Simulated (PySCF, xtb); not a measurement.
(2R)-2-ethyloxetane (C₅H₁₀O), SMILES CC[C@@H]1CCO1.

GFN2-xTB (xtb) at its own geometry gives an orbital gap of 10.12 eV and a dipole moment of 1.94 D.

Geometry: B3LYP-D3(BJ)/def2-SVP. One conformer was computed; it need not be the lowest.

### Question
What does M06-2X/def2-TZVP run with PySCF give? (An estimate is asked for; the answer gives what the named calculation found.)

### Answer
gap 10.63 eV (levels -8.67 and 1.95 eV), dipole 1.80 D.
